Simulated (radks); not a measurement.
Values are calculated unless marked as measured or tabulated.
Task: Numerical settings for neutral lutetium, [Xe] 4f14 5d1 6s2. Level of theory: Dirac Kohn-Sham, BLYP, spin-unpolarised, spherical densities, finite nucleus; open shells fill j = l - 1/2 first; Fermi nuclear charge, rms radius 5.37 fm (a radial shooting solver on a logarithmic mesh with Libxc functionals). The defaults (mesh step 0.008 in ln r, mesh end at 40 bohr or more with all orbitals vanishing there, Anderson mixing 0.5 over 9 steps, residual threshold near 1e-9 with the energy settled to 1e-9 hartree or 1e-11 of itself, here a cap of 84 iterations) give E = -14580.1173 hartree and 5d3/2 at -1.742 eV in 17 iterations. Run on one thread of a shared host, so times are rough (Arm Neoverse V2): 0.18 s of CPU time, 0.18 s wall, 17 iterations on 2440 mesh points. One setting is changed at a time: mesh step in ln r 0.08; mesh step in ln r 0.05; mesh step in ln r 0.03; mesh end (bohr) 2; mesh end (bohr) 1; residual threshold 1e-13; residual threshold 1e-05; mixing 0.01; linear mixing, mixing 0.8; linear mixing, mixing 0.05; mixing history 3; iteration cap 8. Which runs fail to converge, and which converge to a wrong energy?

Result: Not converged within the cap: mesh step in ln r 0.08; mixing 0.01; linear mixing, mixing 0.8; linear mixing, mixing 0.05; iteration cap 8. Settled on a wrong energy, with an occupied level pushed above zero by the early mesh end: mesh end (bohr) 2 (+18.3 hartree); mesh end (bohr) 1 (+312 hartree). Apart from these: no run marked as converged misses the energy by more than 1 mhartree.
